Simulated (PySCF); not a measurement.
PySCF input for F3HOZr, SMILES [OH][Zr]([F])([F])[F], multiplicity 1, TDA-PBE0/def2-SVPD. Geometry: B3LYP-D3(BJ)/def2-SVP. The multiplicity is an assumed one; no other spin state was optimised. The structure was generated by enumeration; whether it is a known compound was not checked. The def2 effective core potentials stand for the cores of Zr; spin–orbit coupling is left out. Other conformers were not sampled.

```python
import numpy as np
from pyscf import gto, scf, dft, tdscf

mol = gto.M(
    atom='''
    Zr   -0.00000000    0.00000000    0.00790491
    F    -1.55873205   -0.89993437    0.65774329
    F     0.00000001    1.79986873    0.65774332
    F     1.55873204   -0.89993438    0.65774330
    O     0.00000001    0.00000001   -1.90175213
    H    -0.00000000    0.00000001   -2.86124867
    ''',
    basis='def2-SVPD',
    ecp={'Zr': 'def2-svp'},
    charge=0,
    spin=0,
    symmetry=True,
    max_memory=1600,
    verbose=4,
)
mf = dft.RKS(mol, xc='pbe0').density_fit(auxbasis='def2-universal-jkfit')
mf.grids.level = 3
mf.conv_tol = 1e-9
mf.max_cycle = 100
mf.kernel()
mf.grids = dft.Grids(mol).set(level=1).build(with_non0tab=True)  # coarser grid for the response kernel
td = tdscf.TDA(mf)
td.singlet = True
td.nstates = 10
td.conv_tol = 1e-4
td.positive_eig_threshold = 1e-6
td.kernel(x0=td.get_init_guess(mf, 15))
td.analyze()
tt = tdscf.TDA(mf)
tt.singlet = False
tt.nstates = 4
tt.conv_tol = 1e-4
tt.positive_eig_threshold = 1e-6
tt.kernel(x0=tt.get_init_guess(mf, 9))
tt.analyze(verbose=3)
```

Output:

```
PySCF version 2.14.0

[INPUT] verbose = 4
[INPUT] num. atoms = 6
[INPUT] num. electrons = 48
[INPUT] charge = 0
[INPUT] spin (= nelec alpha-beta = 2S) = 0
[INPUT] symmetry True subgroup None
[INPUT] Mole.unit = angstrom
[INPUT] Symbol           X                Y                Z      unit          X                Y                Z       unit  Magmom
[INPUT]  1 Zr     0.000000000000   0.000000000000   0.007904910000 AA    0.000000000000   0.000000000000   0.014938114939 Bohr   0.0
[INPUT]  2 F     -1.558732050000  -0.899934370000   0.657743290000 AA   -2.945576676082  -1.700629489383   1.242954678370 Bohr   0.0
[INPUT]  3 F      0.000000010000   1.799868730000   0.657743320000 AA    0.000000018897   3.401258959869   1.242954735062 Bohr   0.0
[INPUT]  4 F      1.558732040000  -0.899934380000   0.657743300000 AA    2.945576657185  -1.700629508280   1.242954697268 Bohr   0.0
[INPUT]  5 O      0.000000010000   0.000000010000  -1.901752130000 AA    0.000000018897   0.000000018897  -3.593790682508 Bohr   0.0
[INPUT]  6 H      0.000000000000   0.000000010000  -2.861248670000 AA    0.000000000000   0.000000018897  -5.406976360576 Bohr   0.0

nuclear repulsion = 204.21867030072
point group symmetry = C3v, use subgroup Cs
symmetry origin: [ 1.98918544e-09 -2.23783359e-09 -2.98377803e-09]
symmetry axis x: [-6.81480469e-09  1.00000000e+00 -2.08733239e-08]
symmetry axis y: [-2.33820458e-09  2.08733238e-08  1.00000000e+00]
symmetry axis z: [1.00000000e+00 6.81480473e-09 2.33820443e-09]
num. orbitals of irrep A' = 84
num. orbitals of irrep A" = 50
number of shells = 52
number of NR pGTOs = 202
number of NR cGTOs = 134
basis = def2-SVPD
ecp = {'Zr': 'def2-svp'}


[settings echo left out]
init E= -415.616282079014
HOMO (A") = -0.6636040962031  LUMO (A') = -0.411125840160185  gap/eV = 6.87028
cycle= 1 E= -421.906158988472  delta_E= -6.29  |g|= 0.958  |ddm|= 4.34
HOMO (A") = -0.249400842001068  LUMO (A') = -0.0047113376371577  gap/eV = 6.65834
cycle= 2 E= -421.870974815543  delta_E= 0.0352  |g|= 1.13  |ddm|= 1.59
HOMO (A") = -0.400232397997283  LUMO (A') = -0.0223454714953332  gap/eV = 10.28283
cycle= 3 E= -422.077599335739  delta_E= -0.207  |g|= 0.259  |ddm|= 0.728
HOMO (A") = -0.382490952799014  LUMO (A') = -0.0372250585819025  gap/eV = 9.39516
cycle= 4 E= -422.092401450076  delta_E= -0.0148  |g|= 0.016  |ddm|= 0.251
HOMO (A") = -0.38189736772622  LUMO (A') = -0.0344260808103378  gap/eV = 9.45518
cycle= 5 E= -422.092458543815  delta_E= -5.71e-05  |g|= 0.0039  |ddm|= 0.0209
HOMO (A") = -0.381650272181576  LUMO (A') = -0.0342243601958994  gap/eV = 9.45394
cycle= 6 E= -422.092460409574  delta_E= -1.87e-06  |g|= 0.00236  |ddm|= 0.00517
HOMO (A") = -0.381999494221171  LUMO (A') = -0.034335008439627  gap/eV = 9.46043
cycle= 7 E= -422.092461348492  delta_E= -9.39e-07  |g|= 0.00069  |ddm|= 0.00181
HOMO (A") = -0.381958173898914  LUMO (A') = -0.0343542249248328  gap/eV = 9.45879
cycle= 8 E= -422.092461435301  delta_E= -8.68e-08  |g|= 6.83e-05  |ddm|= 0.000605
HOMO (A") = -0.381971011929816  LUMO (A') = -0.0343666379286488  gap/eV = 9.45880
cycle= 9 E= -422.092461436283  delta_E= -9.82e-10  |g|= 8.49e-06  |ddm|= 9.08e-05
HOMO (A") = -0.381966769010559  LUMO (A') = -0.0343646038277658  gap/eV = 9.45874
Extra cycle  E= -422.09246143626  delta_E= 2.3e-11  |g|= 1.45e-05  |ddm|= 1.75e-05
converged SCF energy = -422.09246143626
tot grids = 31760
Overwritten attributes  positive_eig_threshold  of <class 'pyscf.tdscf.rks.TDA'>


******** <class 'pyscf.tdscf.rks.TDA'> for <class 'pyscf.df.df_jk.DFSymAdaptedRKS'> ********
nstates = 10 singlet
deg_eia_thresh = 1.000e-03
wfnsym = None
conv_tol = 0.0001
eigh lindep = 1e-12
eigh level_shift = 0
eigh max_cycle = 100


Excitation energies (eV)
[7.5787389  7.68203866 7.68205995 8.24347839 8.374404   8.37443314
 8.48423777 8.48426409 8.79011632 8.87782451]

** Singlet excitation energies and oscillator strengths **
Excited State   1:   A"      7.57874 eV    163.59 nm  f=0.0000
      23 -> 26       -0.49385
      24 -> 25        0.49400
Excited State   2:   A"      7.68204 eV    161.39 nm  f=0.0023
      23 -> 26        0.49511
      24 -> 25        0.49496
Excited State   3:   A'      7.68206 eV    161.39 nm  f=0.0023
      23 -> 25        0.49504
      24 -> 26       -0.49504
Excited State   4:   A'      8.24348 eV    150.40 nm  f=0.0531
      23 -> 25       -0.42959
      23 -> 30       -0.24700
      24 -> 26       -0.42957
      24 -> 29        0.24702
Excited State   5:   A'      8.37440 eV    148.05 nm  f=0.0324
      23 -> 27        0.67761
      23 -> 28       -0.14123
      23 -> 31        0.12444
Excited State   6:   A"      8.37443 eV    148.05 nm  f=0.0324
      24 -> 27       -0.67756
      24 -> 28        0.14150
      24 -> 31       -0.12446
Excited State   7:   A'      8.48424 eV    146.13 nm  f=0.0113
      23 -> 27        0.14589
      23 -> 28        0.68583
Excited State   8:   A"      8.48426 eV    146.13 nm  f=0.0113
      24 -> 27       -0.14616
      24 -> 28       -0.68578
Excited State   9:   A"      8.79012 eV    141.05 nm  f=0.0000
      23 -> 29        0.48731
      24 -> 30        0.48664
Excited State  10:   A"      8.87782 eV    139.66 nm  f=0.0036
      20 -> 25       -0.12772
      21 -> 26        0.12800
      23 -> 29        0.46931
      24 -> 30       -0.46999

** Transition electric dipole moments (AU) **
state          X           Y           Z        Dip. S.      Osc.
  1        -0.0000      0.0000     -0.0000      0.0000      0.0000
  2         0.1106      0.0000     -0.0000      0.0122      0.0023
  3         0.0000     -0.1107     -0.0000      0.0123      0.0023
  4        -0.0000      0.0000      0.5127      0.2629      0.0531
  5         0.0000     -0.3976     -0.0000      0.1581      0.0324
  6         0.3975     -0.0000      0.0000      0.1580      0.0324
  7        -0.0000     -0.2334     -0.0001      0.0545      0.0113
  8         0.2335     -0.0000     -0.0000      0.0545      0.0113
  9        -0.0001     -0.0000      0.0000      0.0000      0.0000
 10        -0.1278     -0.0000      0.0000      0.0163      0.0036

WARN: ECP detected. Skipping calculation of transition velocity and magnetic dipole moments, which have not yet been implemented.



******** <class 'pyscf.tdscf.rks.TDA'> for <class 'pyscf.df.df_jk.DFSymAdaptedRKS'> ********
nstates = 4 triplet
deg_eia_thresh = 1.000e-03
wfnsym = None
conv_tol = 0.0001
eigh lindep = 1e-12
eigh level_shift = 0
eigh max_cycle = 100


Excitation energies (eV)
[7.13832081 7.33643623 7.33690765 7.56390498]

** Triplet excitation energies and oscillator strengths **
Excited State   1:   A'      7.13832 eV    173.69 nm  f=0.0000
Excited State   2:   A'      7.33644 eV    169.00 nm  f=0.0000
Excited State   3:   A"      7.33691 eV    168.99 nm  f=0.0000
Excited State   4:   A"      7.56390 eV    163.92 nm  f=0.0000
```

The run converged.

Cost: around 110 core-seconds (rough).
